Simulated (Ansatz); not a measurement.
Cost and result for the atomization energy of C3H7AlO (12 atoms, 13 bonds).

```xyz
12

C     1.0716   -0.6910   -1.2054
C     0.4684   -0.1721    0.0500
O     0.8233    1.0401    0.4250
C    -0.5374   -0.7960    0.7470
Al   -0.9195    1.4542    0.7330
H     0.7114   -1.6871   -1.4564
H     2.1563   -0.7209   -1.0719
H     0.8688   -0.0004   -2.0274
H    -0.6688   -0.5683    1.8049
H    -0.9953   -1.7062    0.3876
H    -1.6661    1.9248   -0.5786
H    -1.3127    1.9230    2.1922
```

Charge 0, multiplicity 1. The bonds changed during the relaxation, so this is another structure than the one it started from. Geometry: relaxed with PBE0-D4/def2-TZVP. It is one conformer, not always the lowest. Program: Ansatz. All runs use 4 threads of an Intel Xeon 6975P-C on a shared host. Times are those of one run each, without the atoms' runs, and a repeat can differ threefold. Electronic energies, without spin–orbit coupling; frozen cores. CCSD(T)/CBS adds CCSD(T) − MP2 in def2-TZVPP to the MP2 limit, and its time is that of the two runs behind it. T1 = 0.014.

CCSD(T)/CBS is a level of theory with its own doubt, some kJ/mol a heavy atom from the limit and from the frozen cores, so smaller differences don't rank the functionals.

```json
{"level": "ωB97M-V/def2-TZVPP (with forces)", "functions": "264", "atomization (kcal/mol)": "1102.9", "difference from CCSD(T)/CBS": "3.9", "per bond": "0.3"}
{"level": "CCSD(T)/def2-SVP", "functions": "109", "atomization (kcal/mol)": "1049.5", "difference from CCSD(T)/CBS": "-49.5", "per bond": "-3.8"}
{"level": "PBE-QIDH/def2-TZVPP", "functions": "264", "atomization (kcal/mol)": "1094.5", "difference from CCSD(T)/CBS": "-4.5", "per bond": "-0.3"}
{"level": "BLYP-D4/def2-TZVPP", "functions": "264", "atomization (kcal/mol)": "1095.4", "difference from CCSD(T)/CBS": "-3.6", "per bond": "-0.3"}
{"level": "BHLYP-D4/def2-TZVPP", "functions": "264", "atomization (kcal/mol)": "1067.8", "difference from CCSD(T)/CBS": "-31.2", "per bond": "-2.4"}
{"level": "CCSD(T)/def2-TZVPP", "functions": "264", "atomization (kcal/mol)": "1072.8", "difference from CCSD(T)/CBS": "-26.2", "per bond": "-2.0"}
{"level": "B2PLYP/def2-TZVPP", "functions": "264", "atomization (kcal/mol)": "1087.8", "difference from CCSD(T)/CBS": "-11.2", "per bond": "-0.9"}
{"level": "CCSD(T)/CBS(def2)", "functions": "–", "atomization (kcal/mol)": "1099.0", "difference from CCSD(T)/CBS": "0.0", "per bond": "0.0"}
{"level": "PBE0-D4/def2-TZVPP", "functions": "264", "atomization (kcal/mol)": "1102.0", "difference from CCSD(T)/CBS": "3.0", "per bond": "0.2"}
{"level": "revPBE-D4/def2-TZVPP", "functions": "264", "atomization (kcal/mol)": "1094.3", "difference from CCSD(T)/CBS": "-4.7", "per bond": "-0.4"}
{"level": "B97M-V/def2-TZVPP", "functions": "264", "atomization (kcal/mol)": "1108.0", "difference from CCSD(T)/CBS": "9.0", "per bond": "0.7"}
{"level": "MP2/def2-QZVPP", "functions": "508", "atomization (kcal/mol)": "1105.8", "difference from CCSD(T)/CBS": "6.8", "per bond": "0.5"}
{"level": "r2SCAN-D4/def2-TZVPP (with forces)", "functions": "264", "atomization (kcal/mol)": "1105.8", "difference from CCSD(T)/CBS": "6.8", "per bond": "0.5"}
```

Question: Order the runs by time, with rough figures. (Best estimate.)

Answer: The calculation gave: revPBE-D4/def2-TZVPP 1.2 s; BLYP-D4/def2-TZVPP 1.2 s; PBE0-D4/def2-TZVPP 1.6 s; BHLYP-D4/def2-TZVPP 1.8 s; CCSD(T)/def2-SVP 2.4 s; r2SCAN-D4/def2-TZVPP (with forces) 2.8 s; PBE-QIDH/def2-TZVPP 3.1 s; B2PLYP/def2-TZVPP 3.2 s; B97M-V/def2-TZVPP 4.4 s; ωB97M-V/def2-TZVPP (with forces) 5.5 s; MP2/def2-QZVPP 14 s; CCSD(T)/def2-TZVPP 39 s; CCSD(T)/CBS(def2) 52 s.

Leaving LDA and LC-ωPBE aside and taking each functional with its dispersion term where it has one, the values, not all of them listed here, spread over 52.5 kcal/mol, from BHLYP-D4 to PBE-D4. LDA lies +139.8 kcal/mol from PBE without D4, its usual overbinding. From BLYP to BHLYP (50 % exact exchange), in def2-TZVPP and without D4, the atomization energy moves by −22.0 kcal/mol: exact exchange takes away binding that semilocal exchange gives to molecules. The D4 term adds +8.9 kcal/mol with B3LYP and +4.6 kcal/mol with PBE0; it sums over pairs of atoms, weighted by their polarisabilities, and B3LYP, whose exchange is more repulsive, gets the larger term.

B3LYP here is the variant with VWN-RPA as its local correlation; programs differ in this.
